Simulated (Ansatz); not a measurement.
`[CH3][Al]([OH])[SiH3]` + H₂S → `[CH3][Al]([OH])[SH]` + SiH₄ at 600 K and 1 bar (cleavage of the Al–Si bond).

Gas-phase electronic energies from Ansatz, PBE0-D4/def2-TZVP geometries. CCSD(T)/CBS adds triple-zeta CCSD(T) − MP2 to the extrapolated MP2 energy (def2 sets, frozen cores). This one scheme is used for every species. Each species was taken in one conformer, which may not be the lowest.

```
                species  CCSD(T)/CBS energy (Eh)  H − E (kJ/mol)  S (J/(mol·K))
`[CH3][Al]([OH])[SiH3]`               -648.59287           263.1          483.1
                    H₂S               -398.97279            60.8          230.9
  `[CH3][Al]([OH])[SH]`               -756.14636           214.9          441.3
                   SiH₄               -291.46306           108.7          242.3
```

H − E and S are ideal-gas, rigid-rotor, harmonic terms from PBE0-D4/def2-TZVP, for one conformer and one mirror image of each species. 1 Eh = 2625.50 kJ/mol, R = 8.31446 J/(mol·K).

By hand: ΔE, ΔH, ΔS and ΔG.

ΔE = (-756.14636) + (-291.46306) − (-648.59287) − (-398.97279) = -0.04376 Eh = -114.9 kJ/mol. Δ(H − E) = 214.9 + 108.7 − 263.1 − 60.8 = -0.3, so ΔH = -115.2 kJ/mol. ΔS = 441.3 + 242.3 − 483.1 − 230.9 = -30.4 J/(mol·K). ΔG = -115.2 − 600 × (-30.4)/1000 = -97.0 kJ/mol.

By hand: the equilibrium constant, and the temperature at which ΔG would vanish if ΔH and ΔS stayed fixed.

log₁₀ K = −ΔG/(RT ln 10) = 8.4. ΔG = 0 at ΔH/ΔS = 3789 K, far beyond where these terms or the molecules hold.

ΔH outweighs TΔS. A doubt of 5 kJ/mol in ΔE shifts log₁₀ K by 0.4 here. Other conformers and mirror images would add mixing entropy, several J/(mol·K) or more a flexible species. Modes under 60 cm⁻¹, often nearly free rotors, make the harmonic entropy too high. These are equilibria of isolated gas molecules and say nothing of rates. Largest T1 diagnostic: 0.013 (customary marks: 0.02 for closed shells, 0.045 for open ones).
